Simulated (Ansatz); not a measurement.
Cost and result up the ladder for the cluster Ge3Te2 (5 atoms). Total charge 0; singlet. Geometry: PBE-D4/def2-SVP.

```xyz
5

Ge    0.280   -0.715    1.805
Ge   -0.512    0.172   -1.886
Ge    0.624    1.466    0.219
Te    1.502   -1.107   -0.588
Te   -1.895    0.184    0.451
```

Ansatz on 4 threads of Arm Neoverse V2 on a shared host. Times are rough, and most runs start from the orbitals of an earlier one. ωB97M-V/def2-TZVP serves as the yardstick here, not as an exact answer. Differences are given only for rows in sets of like size (and for xTB, whose basis is part of the method), since another set adds its own error. Binding counts from free atoms at the same level (Ge triplet, Te triplet; other spins of the atoms weren't run), without zero-point energy or a counterpoise term.

In the def2 sets Te takes a core potential; there is no spin–orbit coupling. LC-ωPBE has ω = 0.4 bohr⁻¹. Correlated methods freeze 35 core orbitals; core or outer-core shells of Ge, Te are correlated, in sets that lack core-valence functions. The rows differ in basis, and correlated rows in double-zeta sets carry the largest basis error. The structure comes from a short search, and lower isomers may exist.

Correlated methods converge slowly with the basis, most of all in double-zeta sets.

| level | functions | wall time | binding energy per atom (eV) | difference from ωB97M-V/def2-TZVP (eV) |
| --- | --- | --- | --- | --- |
| PBE-D4/def2-SVP | 148 | 2.1 s | 3.00 | – |
| PBE-D4/def2-TZVP | 244 | 4.3 s | 3.02 | 0.38 |
| PBE0-D4/def2-SVP | 148 | 4.5 s | 2.81 | – |
| LC-ωPBE/def2-TZVP | 244 | 7.5 s | 2.47 | -0.17 |
| PBE-D4/def2-TZVPD | 280 | 7.5 s | 3.02 | 0.38 |
| r2SCAN-D4/def2-TZVP (with forces) | 244 | 11 s | 2.84 | 0.20 |
| PBE0-D4/def2-TZVP | 244 | 12 s | 2.84 | 0.21 |
| MP2/def2-TZVP | 244 | 12 s | 2.88 | 0.25 |
| RPA@PBE/def2-TZVP | 244 | 13 s | 2.46 | -0.17 |
| r2SCAN-D4/def2-TZVPD | 280 | 13 s | 2.85 | 0.21 |
| PBE0-D4/def2-TZVPD | 280 | 15 s | 2.85 | 0.21 |
| ωB97M-V/def2-TZVP | 244 | 26 s | 2.64 | 0.00 |
| CCSD(T)/def2-SVP | 148 | 50 s | 2.38 | – |
